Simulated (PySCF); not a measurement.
# La²⁺: excitation energy

La²⁺ [Xe] 5d1 (2D) → La²⁺ [Xe] 6s1 (2S), as a difference of total energies. All numbers are calculated (PySCF 2.14, the spin-free X2C one-electron Hamiltonian (Gaussian nucleus), in x2c-QZVPPall (16s10p9d6f2g, 151 functions)). Correlated levels: valence: [Kr] 4d10 frozen; valence and next inner shell: [Ar] 3d10 frozen. The calculations carry no spin-orbit coupling.

```
                                method  excitation energy (cm⁻¹)
                                   UHF                     12413
                                   LDA                     11732
                                   PBE                     13471
                                  PBE0                     14240
                                r2SCAN                     15982
                         MP2 (valence)                     11568
                     SCS-MP2 (valence)                     12131
    MP2 (valence and next inner shell)                     10164
SCS-MP2 (valence and next inner shell)                     11032
```

A first-order spin-orbit estimate (lowest level to lowest level, LS coupling) adds 0.130 eV.

The basis was made for the ground configuration and has no added diffuse functions, so the excitation energy can come out too high.
